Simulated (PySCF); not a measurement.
## From computed data to an observable: oscillator strength and radiative lifetime

C₃H₅NOSi, SMILES O[Si@@H]1C=CC=N1.

Geometry: PBE0-D3(BJ)/def2-SVP. The structure was generated by enumeration; whether it is a known compound was not checked. The values are those of a single conformer.

TDA-CAM-B3LYP/def2-SVPD run with PySCF puts the first singlet state with f over 0.02 at 5.09 eV (vertical), with the transition dipole (0.103, 0.634, 0.179) in atomic units.

Task: Find the oscillator strength, the wavelength and the radiative lifetime that this transition would have in vacuum if emission retraced absorption.

Result: 
|μ|² = 0.4446 au, so |μ| = 1.69 D. ΔE = 5.09/27.211 = 0.1871 hartree. f = (2/3) ΔE |μ|² = 0.055 (the program prints 0.055).
λ = 1239.84/5.09 = 244 nm; ν = 41054 cm⁻¹.
Einstein's coefficient A = 0.6670 ν² f s⁻¹ (ν in cm⁻¹) = 6.2e7 s⁻¹, so τ = 1/A = 16 ns. This state is S2; the lower singlet has f = 0.001. The figure is the radiative limit of this one transition; relaxation, internal conversion, crossing to triplets and a medium change what is measured.
